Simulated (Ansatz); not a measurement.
`[CH3][Al]([AlH2])[SiH3]` + `BN` → `B[NH][AlH2]` + `[CH3][AlH][SiH3]`  (cleavage of the Al–Al bond)

Computed with Ansatz on PBE0-D4/def2-TZVP structures; ΔE is electronic, products minus reactants. CBS: MP2 limit from def2 TZ/QZ plus the TZ coupled-cluster correction, frozen cores. This one scheme is used for every species. Functionals use def2-TZVPP.

**Question.** Is it downhill or uphill in electronic energy at CCSD(T)/CBS, and by how much? (Estimate.)

**Answer.** The calculation gave: Downhill: ΔE = -0.81 eV.

**Question.** What do these levels give: r2SCAN-D4, r2SCAN, PBE0, MP2/def2-QZVPP, SCS-MP2/def2-QZVPP, MP2/CBS(def2)? (An estimate is asked.)

**Answer.** Ansatz gave: r2SCAN-D4 -0.77, r2SCAN -0.77, PBE0 -0.63, MP2/def2-QZVPP -0.93, SCS-MP2/def2-QZVPP -0.93, MP2/CBS(def2) -0.93 eV.

Largest T1 diagnostic among the species: 0.012.

From PBE to PBE0 (25 % exact exchange), in def2-TZVPP and without D4, ΔE moves by −0.06 eV.
